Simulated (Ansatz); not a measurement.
```yaml
crystal:
  periodic: [false, false, false]
  atoms:
    - {symbol: Ge, position_ang: [0.084828, -0.260905, 0.320236]}
    - {symbol: C, position_ang: [-0.055161, -0.308126, 2.278678]}
    - {symbol: H, position_ang: [-1.111655, -0.389163, 2.604571]}
    - {symbol: H, position_ang: [0.375002, 0.614880, 2.713603]}
    - {symbol: H, position_ang: [0.500156, -1.181804, 2.671094]}
    - {symbol: N, position_ang: [1.743534, -0.190197, -0.479850]}
    - {symbol: C, position_ang: [2.617574, 0.963645, -0.368647]}
    - {symbol: H, position_ang: [2.235899, -1.087827, -0.465743]}
    - {symbol: H, position_ang: [3.303582, 1.041085, -1.242676]}
    - {symbol: H, position_ang: [1.998579, 1.884147, -0.357360]}
    - {symbol: H, position_ang: [3.255069, 0.987354, 0.550873]}
    - {symbol: N, position_ang: [-0.666972, 1.332150, -0.265954]}
    - {symbol: C, position_ang: [-1.918733, 1.848490, 0.254778]}
    - {symbol: H, position_ang: [-0.575819, 1.458350, -1.279241]}
    - {symbol: H, position_ang: [-2.843717, 1.340297, -0.119935]}
    - {symbol: H, position_ang: [-1.935051, 1.760300, 1.361877]}
    - {symbol: H, position_ang: [-2.031599, 2.932761, 0.029534]}
    - {symbol: N, position_ang: [-0.565182, -1.880687, -0.306706]}
    - {symbol: C, position_ang: [-0.750153, -2.099263, -1.732365]}
    - {symbol: H, position_ang: [-1.325903, -2.271033, 0.257783]}
    - {symbol: H, position_ang: [-1.675677, -1.645982, -2.169108]}
    - {symbol: H, position_ang: [0.112083, -1.663322, -2.278808]}
    - {symbol: H, position_ang: [-0.770694, -3.185150, -1.976614]}
basis:
  gaussian: {orbitals: aug-cc-pVDZ, fitting: {mean_field: def2-universal-jkfit}}
total_charge: 1
magnetization: {spin_polarized: false, initial_magnetization: 1}
hamiltonian: {xc: {name: wB97M-V}}
```

```sh
$ ansatz run in.yaml --threads 4 --pin off --events-out ev --progress --plain --max-ram 4787MiB
```

Q: Does this run fit into the memory that it is given?

A: No. It has 332 basis functions, and the program plans for 6 GiB where 5 GiB are given.
